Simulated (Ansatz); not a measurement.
Ideal-gas functions of C2HAlF2O (`F[C]1=C[O][Al]1[F]`) at 500 K and 1 bar, from an Ansatz frequency run at PBE0-D4/def2-TZVP.

Molar mass 106.01 g/mol, point group Cs (symmetry number 1), electronic degeneracy 1, moments of inertia 88.203, 239.413, 327.616 u Å². Harmonic wavenumbers (cm⁻¹, unscaled): 137, 170, 340, 355, 362, 488, 573, 723, 904, 936, 1086, 1230, 1257, 1628, 3181.

Use S(trans) = R[1.5 ln M + 2.5 ln T − 1.1517]; rotational temperatures θ = 24.2544 K / I; S(rot) = R[ln(√π/σ · √(T³/θAθBθC)) + 1.5]; for each mode x = 1.438777 ν̃/T, S = R[x/(eˣ − 1) − ln(1 − e⁻ˣ)] and H = RT x/(eˣ − 1); 1 cm⁻¹ = 0.0119627 kJ/mol; R = 8.31446 J/(mol·K).

By hand: the entropy, in J/(mol·K).

Translation 177.8. Rotation: θ = 0.275, 0.1013, 0.074 K, giving 120.4. Vibration, mode by mode: 16.11, 14.34, 8.82, 8.49, 8.34, 6.14, 5.04, 3.58, 2.37, 2.21, 1.57, 1.12, 1.06, 0.44, 0.01, in all 79.6. Electronic 0.0. Sum 377.8 J/(mol·K).

By hand: H − E and G − E in kJ/mol, counted from the electronic energy.

Zero-point energy ½ × 13370 × 0.0119627 = 80.0; thermal vibration 21.9; translation, rotation and pV give 4 RT = 16.6. H − E = 118.5 kJ/mol, and G − E = 118.5 − 500 × 377.8/1000 = -70.4 kJ/mol.

Vibration gives 21 % of the entropy, 16.1 J/(mol·K) of it from the mode under 150 cm⁻¹: soft modes count most, and the harmonic formula is weakest for them.
